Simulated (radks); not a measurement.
Results of a calculation; reference values are marked as such.
The chlorine ion Cl11+, 6 electrons, occupied as [He] 2s2 2p2 (the NIST ground configuration).

Level of theory: non-relativistic Kohn-Sham, LB94 model potential, spin-polarised, spherical densities, point nucleus; open shells are filled with parallel spins first (a radial shooting solver on a logarithmic mesh with Libxc functionals).

Energy parts (hartree):
part                  energy
kinetic            381.50290
electron-nucleus  -811.83461
Hartree             66.49202
(The LB94 potential has no energy functional, so no total or exchange-correlation energy is given.)

Orbitals (lengths in bohr, moments of r in powers of bohr; <r^-3> diverges for s and p1/2):
orbital,occ.,eigenvalue (hartree),<r^-3>
1s down,1,-119.4759,-
1s up,1,-119.3368,-
2s up,1,-23.01001,-
2s down,1,-22.49756,-
2p up,2,-21.43753,135.7
2p down,0,-20.96631,137.0

The highest occupied level is 2p up at -583.35 eV. The electron density at the nucleus is 3267 e/bohr^3. Summed over all electrons, <r^2> = 0.7063 bohr^2, which gives a Langevin (diamagnetic) susceptibility term of -0.559 x 10^-6 cm^3/mol.
